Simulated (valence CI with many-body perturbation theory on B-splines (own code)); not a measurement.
# Level structure of Nd55+

Calculated by relativistic CI+MBPT: three valence electrons over a frozen Dirac-Fock core [He], radial functions for each j: 11 s, 11 p, 9 d, 7 f, 5 g, 2 h, 1 i, with the one-electron correlation potential Σ1 (screened to all orders), the two-electron term Σ2, the three-electron term Σ3, Breit, model QED; selected single and double excitations, second order for the rest (own B-spline code, finite nucleus).

No measured spectrum was set against this ion. As an estimate, large intervals hold to a few tenths of a per cent, small ones and those within an open d or f shell to about a per cent.

Levels 46 to 90 of 101, with energies above the lowest level, (2s^2 2p1/2) J=1/2. "Leading %" is the weight of the configuration and term that name the level; weights of strongly mixed levels are sums over their largest components and can fall short. In the jj column 3d3/2^4 stands for four electrons in 3d with j = 3/2. Lifetimes count E1, E2, E3, M1 and M2 decay at the calculated energies, and are blank where another channel may lead or the interval is too uncertain; long ones can be off by a factor of two.

| No. | Configuration | Term | J | E (× 10³ cm⁻¹) | Leading % | Lifetime | Leading jj |
| --- | --- | --- | --- | --- | --- | --- | --- |
| 46 | 2s2p3p | ⁴P | 3/2 | 59197 | 47 | 14.7 fs | 2s 2p3/2 3p1/2 (100 %) |
| 47 | 2s2p3p | ²D | 5/2 | 59217 | 43 | 5.88 fs | 2s 2p3/2 3p1/2 (99 %) |
| 48 | 2s2p3s | ²P° | 1/2 | 59239 | 91 | 7.00 fs | 2s 2p3/2 3s (99 %) |
| 49 | 2s2p3s | ²P° | 3/2 | 59274 | 83 | 14.5 fs | 2s 2p3/2 3s (99 %) |
| 50 | 2s2p3p | ²P | 1/2 | 59765 | 51 | 6.21 fs | 2s 2p3/2 3p1/2 (98 %) |
| 51 | 2s2p3p | ²D | 3/2 | 59777 | 62 | 8.56 fs | 2s 2p3/2 3p1/2 (98 %) |
| 52 | 2p²3s | ⁴P | 3/2 | 60284 | 67 | 12.6 fs | 2p1/2 2p3/2 3s (83 %) |
| 53 | 2p²3s | ²P | 1/2 | 60334 | 56 | 7.37 fs | 2p1/2 2p3/2 3s (82 %) |
| 54 | 2p²3s | ²D | 5/2 | 60393 | 50 | 10.6 fs | 2p1/2 2p3/2 3s (79 %) |
| 55 | 2s2p3p | ⁴D | 7/2 | 60425 | 100 | 930 fs | 2s 2p3/2 3p3/2 (100 %) |
| 56 | 2p²3s | ²D | 3/2 | 60441 | 35 | 8.33 fs | 2p1/2 2p3/2 3s (65 %) |
| 57 | 2p²3s | ²D | 3/2 | 60585 | 29 | 7.71 fs | 2s 2p3/2 3p3/2 (51 %) |
| 58 | 2s2p3p | ⁴P | 5/2 | 60666 | 45 | 8.20 fs | 2s 2p3/2 3p3/2 (81 %) |
| 59 | 2p²3p | ⁴P° | 1/2 | 60686 | 44 | 1.92 fs | 2p1/2 2p3/2 3p1/2 (90 %) |
| 60 | 2s2p3p | ²S | 1/2 | 60704 | 37 | 3.58 fs | 2s 2p3/2 3p3/2 (82 %) |
| 61 | 2p²3p | ⁴D° | 3/2 | 60725 | 47 | 1.68 fs | 2p1/2 2p3/2 3p1/2 (84 %) |
| 62 | 2p²3p | ²F° | 5/2 | 60805 | 29 | 1.40 fs | 2p1/2 2p3/2 3p1/2 (62 %) |
| 63 | 2s2p3d | ⁴D° | 5/2 | 60935 | 30 | 3.16 fs | 2s 2p3/2 3d3/2 (62 %) |
| 64 | 2s2p3d | ⁴F° | 7/2 | 60935 | 48 | 1.64 fs | 2s 2p3/2 3d3/2 (90 %) |
| 65 | 2s2p3d | ⁴P° | 3/2 | 60954 | 36 | 2.14 fs | 2s 2p3/2 3d3/2 (84 %) |
| 66 | 2s2p3d | ⁴P° | 1/2 | 60973 | 76 | 2.35 fs | 2s 2p3/2 3d3/2 (89 %) |
| 67 | 2s2p3p | ²D | 5/2 | 61066 | 74 | 7.91 fs | 2s 2p3/2 3p3/2 (96 %) |
| 68 | 2p²3p | ²P° | 3/2 | 61123 | 41 | 3.79 fs | 2p1/2 2p3/2 3p1/2 (98 %) |
| 69 | 2s2p3d | ⁴F° | 9/2 | 61145 | 100 | 30.6 ps | 2s 2p3/2 3d5/2 (100 %) |
| 70 | 2s2p3p | ²P | 3/2 | 61176 | 58 | 8.43 fs | 2s 2p3/2 3p3/2 (97 %) |
| 71 | 2s2p3p | ²S | 1/2 | 61196 | 62 | 160 fs | 2s 2p3/2 3p3/2 (99 %) |
| 72 | 2s2p3d | ²D° | 5/2 | 61306 | 45 | 1.82 fs | 2s 2p3/2 3d5/2 (99 %) |
| 73 | 2s2p3d | ²D° | 3/2 | 61313 | 50 | 2.13 fs | 2s 2p3/2 3d5/2 (70 %) |
| 74 | 2s2p3d | ²F° | 7/2 | 61377 | 58 | 1.05 fs | 2s 2p3/2 3d5/2 (90 %) |
| 75 | 2s2p3d | ²P° | 1/2 | 61489 | 64 | 1.16 fs | 2s 2p3/2 3d5/2 (72 %) |
| 76 | 2s2p3d | ²F° | 5/2 | 61507 | 68 | 1.58 fs | 2s 2p3/2 3d3/2 (97 %) |
| 77 | 2s2p3d | ²D° | 3/2 | 61562 | 57 | 1.24 fs | 2s 2p3/2 3d3/2 (70 %) |
| 78 | 2s2p3d | ²P° | 1/2 | 61591 | 96 | 1.73 fs | 2s 2p3/2 3d3/2 (73 %) |
| 79 | 2s2p3d | ²F° | 7/2 | 61796 | 74 | 4.22 fs | 2s 2p3/2 3d5/2 (96 %) |
| 80 | 2s2p3d | ²D° | 5/2 | 61908 | 63 | 1.05 fs | 2s 2p3/2 3d5/2 (96 %) |
| 81 | 2s2p3d | ²P° | 3/2 | 61929 | 75 | 1.49 fs | 2s 2p3/2 3d5/2 (98 %) |
| 82 | 2p²3p | ⁴D° | 5/2 | 62090 | 51 | 4.80 fs | 2p1/2 2p3/2 3p3/2 (98 %) |
| 83 | 2p²3p | ²P° | 1/2 | 62127 | 35 | 4.91 fs | 2p1/2 2p3/2 3p3/2 (99 %) |
| 84 | 2p²3p | ²D° | 3/2 | 62175 | 52 | 4.82 fs | 2p1/2 2p3/2 3p3/2 (98 %) |
| 85 | 2p²3p | ²F° | 7/2 | 62230 | 61 | 5.66 fs | 2p1/2 2p3/2 3p3/2 (96 %) |
| 86 | 2p²3p | ²P° | 3/2 | 62324 | 35 | 4.87 fs | 2p1/2 2p3/2 3p3/2 (100 %) |
| 87 | 2p²3p | ²D° | 5/2 | 62404 | 62 | 4.79 fs | 2p1/2 2p3/2 3p3/2 (98 %) |
| 88 | 2p²3d | ⁴F | 3/2 | 62462 | 43 | 4.85 fs | 2p1/2 2p3/2 3d3/2 (99 %) |
| 89 | 2p²3d | ⁴F | 5/2 | 62473 | 54 | 12.9 fs | 2p1/2 2p3/2 3d3/2 (99 %) |
| 90 | 2p²3d | ⁴D | 1/2 | 62498 | 80 | 9.25 fs | 2p1/2 2p3/2 3d3/2 (100 %) |
